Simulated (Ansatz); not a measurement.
Molecule: C4H9N, net charge 0, singlet state. 
Structure (B3LYP-D3(BJ)/def2-TZVP (Ansatz, an electronic-structure program) minimum search):
```xyz
14

C     -1.5398     0.2655     0.2709
C     -0.6234    -0.9815     0.2024
C      0.5971    -0.0373     0.2786
C     -0.3237     1.1240    -0.1576
N      1.7132    -0.3468    -0.6022
H     -1.8557     0.4849     1.2912
H     -2.4165     0.2798    -0.3747
H     -0.6644    -1.4556    -0.7791
H     -0.7297    -1.7420     0.9762
H      0.8911     0.1004     1.3288
H     -0.1838     2.0937     0.3203
H     -0.2801     1.2446    -1.2408
H      2.1797    -1.1960    -0.3002
H      2.4060     0.3942    -0.5721
```
Charge 0, spin multiplicity 1.

Quantity: atomisation energy (electronic, to ground-state atoms), in kcal/mol. Correlated levels leave the core frozen unless marked. Open shells are spin-unrestricted. Spin-orbit coupling is left out. No relativistic terms. The coupled-cluster limit lacks core correlation, which all-electron functionals hold. CBS marks a two-point X^-3 extrapolation of the correlation energy; Hartree-Fock from the larger set.

```csv
level,program,atomisation energy (kcal/mol)
HF/aug-cc-pVQZ,Ansatz,964.6
HF/cc-pVQZ,Ansatz,964.3
SVWN5/def2-TZVPD,Ansatz,1509.0
revPBE/def2-TZVPD,Ansatz,1298.0
PBE0/6-31G*,Ansatz,1324.8
B2PLYP/def2-TZVPD,Ansatz,1300.6
"RI-MP2/CBS(cc-pVTZ,cc-pVQZ)",Ansatz,1332.9
CCSD/cc-pVTZ,Ansatz,1267.1
CCSD(T)/cc-pVTZ,Ansatz,1285.0
"CCSD(T)/CBS(aug-cc-pVTZ,aug-cc-pVQZ)",Ansatz,1315.9
```
